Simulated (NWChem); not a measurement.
System: C₂H₅FOSi; SMILES [SiH2](C=O)CF

The following NWChem deck was run.

```
start job
memory heap 200 mb stack 900 mb global 1100 mb
geometry units angstroms noautosym nocenter noautoz
  O     -0.503092    -2.465890    -0.242198
  C     -0.597448    -1.347085     0.196235
  Si     0.856132    -0.072569     0.169004
  C      0.169743     1.560355    -0.530424
  F     -0.917637     1.930863     0.239698
  H     -1.569477    -0.997041     0.646855
  H      1.299075     0.158464     1.576851
  H      1.978558    -0.586432    -0.666351
  H     -0.154597     1.445288    -1.580129
  H      0.923096     2.367639    -0.507937
end
basis spherical
  * library pcsseg-1
end
dft
  xc pbe0
  iterations 150
end
property
  shielding
end
task dft property
```

Output (shortened):

```
             Northwest Computational Chemistry Package (NWChem) 7.3.0
             --------------------------------------------------------

                             Geometry "geometry" -> ""
                             -------------------------

 Output coordinates in angstroms (scale by  1.889725989 to convert to a.u.)

  No.       Tag          Charge          X              Y              Z
 ---- ---------------- ---------- -------------- -------------- --------------
    1 O                    8.0000    -0.50309200    -2.46589000    -0.24219800
    2 C                    6.0000    -0.59744800    -1.34708500     0.19623500
    3 Si                  14.0000     0.85613200    -0.07256900     0.16900400
    4 C                    6.0000     0.16974300     1.56035500    -0.53042400
    5 F                    9.0000    -0.91763700     1.93086300     0.23969800
    6 H                    1.0000    -1.56947700    -0.99704100     0.64685500
    7 H                    1.0000     1.29907500     0.15846400     1.57685100
    8 H                    1.0000     1.97855800    -0.58643200    -0.66635100
    9 H                    1.0000    -0.15459700     1.44528800    -1.58012900
   10 H                    1.0000     0.92309600     2.36763900    -0.50793700

 Effective nuclear repulsion energy (a.u.)     215.4594008045

                              NWChem Property Module
                              ----------------------

  itol2e modified to match energy
  convergence criterion.

                                 NWChem DFT Module
                                 -----------------

 Summary of "ao basis" -> "ao basis" (spherical)
 ------------------------------------------------------------------------------
       Tag                 Description            Shells   Functions and Types
 ---------------- ------------------------------  ------  ---------------------
 O                          pcsseg-1                 7       17   3s3p1d
 C                          pcsseg-1                 7       17   3s3p1d
 Si                         pcsseg-1                10       24   4s5p1d
 F                          pcsseg-1                 7       17   3s3p1d
 H                          pcsseg-1                 3        5   2s1p

  itol2e modified to match energy
  convergence criterion.

            General Information
            -------------------
          SCF calculation type: DFT
          Wavefunction type:  closed shell.
          No. of atoms     :    10
          No. of electrons :    48
           Alpha electrons :    24
            Beta electrons :    24
          Charge           :     0
          Spin multiplicity:     1
          Use of symmetry is: off; symmetry adaption is: off
          Maximum number of iterations: 150
          AO basis - number of functions:   117
                     number of shells:    53
          Convergence on energy requested:  1.00D-07
          Convergence on density requested:  1.00D-05
          Convergence on gradient requested:  5.00D-04

              XC Information
              --------------
                         PBE0 Method XC Functional
                     Hartree-Fock (Exact) Exchange  0.250
          PerdewBurkeErnzerhof Exchange Functional  0.750
            Perdew 1991 LDA Correlation Functional  1.000 local
           PerdewBurkeErnz. Correlation Functional  1.000 non-local

             Grid Information
             ----------------
          Grid used for XC integration:  fine
          Radial quadrature: Mura-Knowles
          Angular quadrature: Lebedev.
          Tag              B.-S. Rad. Rad. Pts. Rad. Cut. Ang. Pts.
          ---              ---------- --------- --------- ---------
          O                   0.60       70          13.0       590
          C                   0.70       70          11.0       590
          Si                  1.10      123          10.0       770
          F                   0.50       70          11.0       590
          H                   0.35       60          12.0       590
          Grid pruning is: on
          Number of quadrature shells:   703
          Spatial weights used:  Erf1

      Superposition of Atomic Density Guess
      -------------------------------------

 Sum of atomic energies:        -540.72512891

      Non-variational initial energy
      ------------------------------

 Total energy =    -542.547261
 1-e energy   =   -1174.281556
 2-e energy   =     416.274894
 HOMO         =      -0.273915
 LUMO         =      -0.064224

   convergence    iter        energy       DeltaE   RMS-Dens  Diis-err
 ---------------- ----- ----------------- --------- --------- ---------
 d= 0,ls=0.0,diis     1   -543.1738041816 -7.59D+02  1.20D-02  1.22D+00
 d= 0,ls=0.0,diis     2   -542.8992683941  2.75D-01  8.48D-03  4.17D+00
 d= 0,ls=0.0,diis     3   -543.3017938365 -4.03D-01  1.47D-03  6.65D-02
 d= 0,ls=0.0,diis     4   -543.3047979579 -3.00D-03  6.91D-04  3.60D-02
 d= 0,ls=0.0,diis     5   -543.3077344225 -2.94D-03  1.28D-04  6.77D-04
  Resetting Diis
 d= 0,ls=0.0,diis     6   -543.3077859907 -5.16D-05  3.73D-05  4.01D-05
 d= 0,ls=0.0,diis     7   -543.3077904738 -4.48D-06  2.17D-05  2.27D-06
 d= 0,ls=0.0,diis     8   -543.3077902124  2.61D-07  9.91D-06  5.62D-06
 d= 0,ls=0.0,diis     9   -543.3077907270 -5.15D-07  2.14D-06  2.35D-07
 d= 0,ls=0.0,diis    10   -543.3077907495 -2.24D-08  5.00D-07  3.69D-09

         Total DFT energy =     -543.307790749452
      One electron energy =    -1177.957306300132
           Coulomb energy =      471.436660704098
    Exchange-Corr. energy =      -52.246545957930
 Nuclear repulsion energy =      215.459400804513

 Numeric. integr. density =       47.999997498386

                       DFT Final Molecular Orbital Analysis
                       ------------------------------------

 Vector   22  Occ=2.000000D+00  E=-3.690406D-01
              MO Center=  5.7D-01,  7.0D-01,  9.0D-02, r^2= 3.9D+00
   Bfn.  Coefficient  Atom+Function         Bfn.  Coefficient  Atom+Function
  ----- ------------  ---------------      ----- ------------  ---------------
    98      0.260409   7 H  s               103     -0.235289   8 H  s
    50      0.219926   3 Si pz              108      0.203301   9 H  s
   113     -0.185263  10 H  s                83      0.165936   5 F  py
    86      0.165209   5 F  py               99      0.163574   7 H  s
    84      0.135720   5 F  pz               87      0.132298   5 F  pz

 Vector   23  Occ=2.000000D+00  E=-3.329589D-01
              MO Center=  1.5D-01,  1.1D+00, -1.3D-01, r^2= 2.9D+00
   Bfn.  Coefficient  Atom+Function         Bfn.  Coefficient  Atom+Function
  ----- ------------  ---------------      ----- ------------  ---------------
    86      0.240686   5 F  py               83      0.234224   5 F  py
    66     -0.221369   4 C  py               49      0.210629   3 Si py
    69     -0.174778   4 C  py               48     -0.173897   3 Si px
   108     -0.163261   9 H  s                84     -0.154236   5 F  pz
    87     -0.154310   5 F  pz               61      0.149105   4 C  s

[...]

          -----------------------------------------
          Chemical Shielding Tensors (GIAO, in ppm)
          -----------------------------------------

                                NWChem CPHF Module
                                ------------------

  scftype          =     RHF
  nclosed          =       24
  nopen            =        0
  variables        =     2232
  # of vectors     =        3
  tolerance        = 0.10D-03
  level shift      = 0.00D+00
  max iterations   =       50
  max subspace     =       30

 SCF residual:    5.0044284880515740E-005

Iterative solution of linear equations
  No. of variables     2232
  No. of equations        3
  Maximum subspace       30
        Iterations       50
       Convergence  1.0D-04

   iter   nsub   residual    time
   ----  ------  --------  ---------
     1      3    1.29D+00      45.4
     2      6    2.45D-01      50.5
     3      9    1.18D-02      55.6
     4     12    1.30D-03      60.7
     5     15    5.33D-05      65.8

      Atom:    1  O
        Diamagnetic
    389.6381     -3.3936      0.9912
     -3.3936    416.4138      7.7187
      0.9912      7.7187    399.1366

        Paramagnetic
   -893.1875     59.8196    322.4662
     59.8196  -1837.1804   -701.6307
    322.4662   -701.6307   -355.7546

        Total Shielding Tensor
   -503.5494     56.4260    323.4574
     56.4260  -1420.7666   -693.9119
    323.4574   -693.9119     43.3820

           isotropic =    -626.9780
          anisotropy =   -1643.2674

          Principal Components and Axis System
                 1           2           3
            -1722.4896   -565.6087    407.1643

      1        -0.1443      0.9437      0.2976
      2         0.9117      0.2437     -0.3308
      3         0.3847     -0.2236      0.8956

      Atom:    2  C
        Diamagnetic
    251.8643      4.3082     -3.1297
      4.3082    266.7175      7.2791
     -3.1297      7.2791    242.4119

        Paramagnetic
   -352.5485      9.5398     75.3318
      9.5398   -374.0213    -87.1436
     75.3318    -87.1436   -201.3789

        Total Shielding Tensor
   -100.6842     13.8480     72.2021
     13.8480   -107.3039    -79.8645
     72.2021    -79.8645     41.0330

           isotropic =     -55.6517
          anisotropy =    -175.1920

          Principal Components and Axis System
                 1           2           3
             -172.4463     95.3438    -89.8525

      1         0.5834      0.3055      0.7525
      2        -0.6760     -0.3310      0.6584
      3        -0.4502      0.8928     -0.0134

      Atom:    3  Si
        Diamagnetic
    880.5709      0.5912      0.4018
      0.5912    883.7806     -1.0571
      0.4018     -1.0571    875.7689

        Paramagnetic
   -477.3840     -9.4360     -6.8243
     -9.4360   -445.6006     10.6114
     -6.8243     10.6114   -488.7637

        Total Shielding Tensor
    403.1869     -8.8447     -6.4226
     -8.8447    438.1800      9.5543
     -6.4226      9.5543    387.0052

           isotropic =     409.4574
          anisotropy =      49.4178

          Principal Components and Axis System
                 1           2           3
              442.4025    401.9809    383.9886

      1        -0.2458      0.9332      0.2621
      2         0.9501      0.2856     -0.1259
      3         0.1923     -0.2180      0.9568

      Atom:    4  C
        Diamagnetic
    251.7061     -5.0389     -6.4387
     -5.0389    249.7227      0.2749
     -6.4387      0.2749    246.0021

        Paramagnetic
   -111.4410    -26.5251    -46.1347
    -26.5251   -164.9732      9.5582
    -46.1347      9.5582   -142.7187

        Total Shielding Tensor
    140.2651    -31.5640    -52.5734
    -31.5640     84.7495      9.8331
    -52.5734      9.8331    103.2834

           isotropic =     109.4327
          anisotropy =     116.6993

          Principal Components and Axis System
                 1           2           3
              187.2322     81.3137     59.7522

      1         0.7937     -0.0964      0.6006
      2        -0.2955      0.8020      0.5192
      3        -0.5317     -0.5895      0.6081

      Atom:    5  F
        Diamagnetic
    479.8849     -6.7893    -12.6201
     -6.7893    466.8585      2.4832
    -12.6201      2.4832    471.9387

        Paramagnetic
    -11.8262     13.8600     63.4829
     13.8600     10.2034     12.3921
     63.4829     12.3921     -8.5193

        Total Shielding Tensor
    468.0587      7.0707     50.8628
      7.0707    477.0620     14.8753
     50.8628     14.8753    463.4193

           isotropic =     469.5133
          anisotropy =      78.6794

          Principal Components and Axis System
                 1           2           3
              521.9663    472.3202    414.2536

      1         0.6710     -0.3023     -0.6770
      2         0.3262      0.9403     -0.0966
      3         0.6658     -0.1561      0.7296

      Atom:    6  H
        Diamagnetic
     35.0707     -2.9326     -6.6105
     -2.9326     27.2191      2.4149
     -6.6105      2.4149     23.1830

        Paramagnetic
    -14.0306      7.0213      7.3331
      7.0213     -9.0988     -5.0609
      7.3331     -5.0609     -4.9186

        Total Shielding Tensor
     21.0401      4.0888      0.7226
      4.0888     18.1203     -2.6460
      0.7226     -2.6460     18.2644

           isotropic =      19.1416
          anisotropy =       7.4278

          Principal Components and Axis System
                 1           2           3
               24.0934     19.5913     13.7400

      1         0.7725      0.4378     -0.4600
      2         0.6088     -0.3046      0.7325
      3        -0.1806      0.8459      0.5019

      Atom:    7  H
        Diamagnetic
     25.0140      0.6302      5.5834
      0.6302     24.1517      1.3754
      5.5834      1.3754     33.5951

        Paramagnetic
      0.5860     -1.2018     -3.3390
     -1.2018      1.1219     -1.0420
     -3.3390     -1.0420     -3.9137

        Total Shielding Tensor
     25.6000     -0.5716      2.2444
     -0.5716     25.2736      0.3334
      2.2444      0.3334     29.6814

           isotropic =      26.8517
          anisotropy =       5.7353

          Principal Components and Axis System
                 1           2           3
               30.6752     25.6768     24.2030

      1         0.4031     -0.4840      0.7767
      2         0.0138      0.8518      0.5237
      3         0.9150      0.2004     -0.3501

      Atom:    8  H
        Diamagnetic
     32.4720     -3.4328     -5.8934
     -3.4328     25.4411      2.2230
     -5.8934      2.2230     24.9452

        Paramagnetic
     -3.4540      1.0936      3.3450
      1.0936      1.7344     -0.4940
      3.3450     -0.4940      1.2015

        Total Shielding Tensor
     29.0180     -2.3392     -2.5484
     -2.3392     27.1755      1.7290
     -2.5484      1.7290     26.1467

           isotropic =      27.4468
          anisotropy =       7.1032

          Principal Components and Axis System
                 1           2           3
               32.1822     25.5827     24.5754

      1         0.7365      0.5608      0.3783
      2        -0.5011      0.8279     -0.2520
      3        -0.4545     -0.0039      0.8907

      Atom:    9  H
        Diamagnetic
     23.5554     -0.8403      2.3761
     -0.8403     24.5267     -0.0606
      2.3761     -0.0606     38.5026

        Paramagnetic
      1.4316     -0.8948     -4.8867
     -0.8948     -0.4135     -0.0875
     -4.8867     -0.0875     -8.6336

        Total Shielding Tensor
     24.9870     -1.7351     -2.5107
     -1.7351     24.1132     -0.1481
     -2.5107     -0.1481     29.8691

           isotropic =      26.3231
          anisotropy =       6.9773

          Principal Components and Axis System
                 1           2           3
               30.9746     25.6496     22.3451

      1        -0.4057      0.6080      0.6825
      2         0.0829     -0.7191      0.6899
      3         0.9102      0.3365      0.2413

      Atom:   10  H
        Diamagnetic
     31.6332      7.6887     -1.8881
      7.6887     32.9812     -1.3171
     -1.8881     -1.3171     22.0891

        Paramagnetic
     -3.2624     -6.7573     -1.3534
     -6.7573     -7.1575      0.0197
     -1.3534      0.0197      2.6678

        Total Shielding Tensor
     28.3708      0.9314     -3.2414
      0.9314     25.8237     -1.2973
     -3.2414     -1.2973     24.7569

           isotropic =      26.3172
          anisotropy =       6.5977

          Principal Components and Axis System
                 1           2           3
               30.7156     25.5305     22.7053

      1         0.8132     -0.3611      0.4564
      2         0.2888      0.9313      0.2221
      3        -0.5053     -0.0488      0.8616
```

Level: PBE0/pcSseg-1, GIAO. All runs use the structure optimised with PBE0/def2-SVP. The printed shielding anisotropy is the first printed principal value minus the mean of the other two.
